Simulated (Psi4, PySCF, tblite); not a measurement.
Interaction energy of H9N3Si3 ··· HCl (SMILES N1[SiH2]N[SiH2]N[SiH2]1 and Cl). Monomers: optimised at B3LYP-D3(BJ) (def2-SVP and def2-TZVP), held rigid. Orientation: a higher rigid-body minimum at GFN2-xTB. R is the distance of the centres of mass, along which the second monomer moves.

Geometry at R = 4.45 Å (first 15 atoms: monomer A):
```
17

Si     1.7098    -0.4400    -0.4149
N      0.2444    -1.3940    -0.4272
Si    -1.1939    -1.2467     0.5560
N     -1.4612     0.4665     0.6928
Si    -0.5310     1.6117    -0.2497
N      1.1688     1.1976    -0.1886
H      2.3914    -0.7238    -1.7144
H      2.6799    -0.7717     0.6746
H      0.2151    -2.1310    -1.1276
H     -2.2575    -2.0138    -0.1611
H     -1.0885    -1.8201     1.9338
H     -1.9657     0.8202     1.5011
H     -0.7092     2.9675     0.3436
H     -1.0038     1.6119    -1.6615
H      1.8013     1.8657     0.2433
Cl     1.4583    -4.1165     0.9298
H      1.0019    -2.9978     0.5011
```

Methods: RMP2/3-21G = PySCF with restricted MP2 (frozen core)/3-21G, no counterpoise correction; GFN2-xTB (tblite); wB97X-D/def2-TZVP, counterpoise-corrected (Psi4).

Interaction energies in kJ/mol:

```
R / Å  RMP2/3-21G  GFN2-xTB
-----  ----------  --------
4.04         2.65     -3.38
4.29       -16.47    -14.42
4.45       -19.80    -15.69
4.67       -19.30    -14.31
4.88       -16.54    -11.81
5.12       -12.69     -8.96
5.49        -7.15     -5.64
5.95        -2.61     -3.18
6.62        -0.28     -1.41
7.66         0.14     -0.43
8.95         0.10     -0.13
```

Task: What does wB97X-D/def2-TZVP give at the same points?

Result: 4.04: 18.15; 4.29: -4.27; 4.45: -10.17; 4.67: -12.69; 4.88: -12.01; 5.12: -9.83; 5.49: -6.26; 5.95: -3.30; 6.62: -1.33; 7.66: -0.35; 8.95: -0.10 (kJ/mol).
